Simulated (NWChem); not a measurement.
Molecule: C3H7Cl; SMILES CC(C)Cl

Results from NWChem. Pople sets run with spherical d functions. All runs use the structure optimised with PBE0/def2-SVP.

For level B3LYP/6-311++G**:

| Quantity | Result |
|---|---|
| orbital gap (eV) | 7.74 |
| dipole (D) | 2.27 |

Q: Estimate the same quantities for level B3LYP/def2-TZVP.

A: 
- orbital gap (eV) = 8.56
- dipole (D) = 2.13
